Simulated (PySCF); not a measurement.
AlFH₃N, SMILES [NH2][AlH][F]. Atoms are numbered in the order given.

```xyz
6

Al    -0.4609    -0.0880     0.0000
H     -2.0226    -0.2388     0.0000
F      0.4925    -1.4373     0.0000
N      0.3405     1.4764     0.0000
H      1.3383     1.6212     0.0000
H     -0.1391     2.3631     0.0000
```
Charge 0, spin multiplicity 1.

Geometry optimised at r2SCAN-D4/def2-TZVP. The values are those of a single conformer.

The numbers are results of PBE0/pcJ-1 run with PySCF, not measurements.

Isotropic couplings with Fermi-contact, spin-dipole and both spin-orbit terms, one fixed conformer, no vibrational averaging. Isotopes: 14N, 19F, 1H.

```json
[
 {"pair": "N4–H5", "bonds apart": "1", "J (Hz)": "53.7"},
 {"pair": "N4–H6", "bonds apart": "1", "J (Hz)": "53.6"},
 {"pair": "H2–F3", "bonds apart": "2", "J (Hz)": "71.5"},
 {"pair": "H2–N4", "bonds apart": "2", "J (Hz)": "13.7"},
 {"pair": "F3–N4", "bonds apart": "2", "J (Hz)": "-1.5"},
 {"pair": "H5–H6", "bonds apart": "2", "J (Hz)": "?"},
 {"pair": "H2–H5", "bonds apart": "3", "J (Hz)": "?"},
 {"pair": "H2–H6", "bonds apart": "3", "J (Hz)": "?"},
 {"pair": "F3–H5", "bonds apart": "3", "J (Hz)": "?"},
 {"pair": "F3–H6", "bonds apart": "3", "J (Hz)": "?"}
]
```

Task: What belongs in the gaps? (Estimate from the structure and the level; the computed values follow.)

Result: 
- H5–H6, J (Hz): -9.2
- H2–H5, J (Hz): 6.5
- H2–H6, J (Hz): -1.1
- F3–H5, J (Hz): -4.6
- F3–H6, J (Hz): 9.0
